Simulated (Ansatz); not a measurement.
Basis sets compared for Zn7Se6⁺. Charge 1, multiplicity 2. Geometry PBE-D4/def2-SVP. Ansatz on 2 threads of AMD EPYC 7R13 on a shared host and a share (18 GiB) of an NVIDIA H100 80GB HBM3; times are rough, and most runs start from earlier orbitals.

Cartesian coordinates in Å:
```
Zn -1.672 -1.504 1.153
Zn -1.302 1.615 1.328
Zn 0.426 -1.935 -0.631
Zn 3.927 0.452 1.790
Zn 1.566 0.336 0.756
Zn -0.206 1.702 -1.350
Zn -2.122 0.096 -1.015
Se 0.705 2.652 0.745
Se 0.651 -1.672 1.841
Se 2.195 -0.541 -1.573
Se 0.969 0.751 -3.170
Se -3.256 0.375 1.320
Se -1.879 -2.326 -1.193
```

Single mean-field runs in def2-SVP, def2-TZVP are fitted with def2-universal-jkfit. Another isomer (doublet) lies 0.37 eV lower at PBE0-D4/def2-TZVP; other spin states weren't run for this one.

```tsv
level	functions	energy (Eh)	HOMO (eV)	LUMO (eV)	wall time
PBE-D4/def2-SVP	409	-26857.8218	-8.29	-7.88	10 s
PBE0-D4/def2-SVP	409	-26858.4618	-9.27	-7.42	10 s
```

Task: Estimate the rows for PBE-D4/def2-TZVP (with forces), PBE0-D4/def2-TZVP.

Result: 
| level | functions | energy (Eh) | HOMO (eV) | LUMO (eV) | wall time |
| --- | --- | --- | --- | --- | --- |
| PBE-D4/def2-TZVP (with forces) | 624 | -26861.4201 | -8.40 | -7.99 | 13 s |
| PBE0-D4/def2-TZVP | 624 | -26861.9968 | -9.31 | -7.45 | 16 s |
